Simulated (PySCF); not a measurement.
## Copper: a sound run and one with changed settings

Sound run: Cu [Ar] 3d10 4s1, Cu⁺ [Ar] 3d10. Computed with PySCF 2.14 in Sapporo-DKH3-DZP-2012 (6s4p3d1f, 40 functions), with the spin-free X2C one-electron Hamiltonian (Gaussian nucleus). In the sound run the correlated levels freeze [Ar]. The sound run starts from symmetry-adapted Hartree-Fock orbitals and uses a fine grid where one is needed.

Changed run: no relativity, point nucleus. This setting is unsound on purpose.

| species | method | sound run (hartree) | changed run (hartree) | converged |
| --- | --- | --- | --- | --- |
| Cu | UHF | -1653.10966 | -1631.61461 | yes |
| Cu | TPSS | -1654.76144 | -1633.27126 | yes |
| Cu | BP86 | -1655.02664 | -1633.53874 | yes |
| Cu | MP2 | -1653.53334 | -1632.02985 | yes |
| Cu | CCSD(T) | -1653.49115 | -1631.98931 | yes |
| Cu⁺ | UHF | -1652.86827 | -1631.38145 | yes |
| Cu⁺ | TPSS | -1654.46713 | -1632.98965 | yes |
| Cu⁺ | BP86 | -1654.71863 | -1633.24320 | yes |
| Cu⁺ | MP2 | -1653.26318 | -1631.77069 | yes |
| Cu⁺ | CCSD(T) | -1653.22111 | -1631.72998 | yes |

Ionisation energy of Cu:

```json
{"method": "UHF", "sound run (eV)": "6.569", "changed run (eV)": "6.345"}
{"method": "TPSS", "sound run (eV)": "8.009", "changed run (eV)": "7.663"}
{"method": "BP86", "sound run (eV)": "8.381", "changed run (eV)": "8.042"}
{"method": "MP2", "sound run (eV)": "7.352", "changed run (eV)": "7.052"}
{"method": "SCS-MP2", "sound run (eV)": "7.230", "changed run (eV)": "6.942"}
{"method": "CCSD", "sound run (eV)": "7.266", "changed run (eV)": "6.982"}
{"method": "CCSD(T)", "sound run (eV)": "7.348", "changed run (eV)": "7.057"}
```

Most of the change in total energy is the relativistic energy itself. On top of that the contraction fixes the core shape for the Hamiltonian it was made with, so the changed run is not a good calculation with the other Hamiltonian either.

For comparison, NIST gives 7.726 eV between the lowest levels.
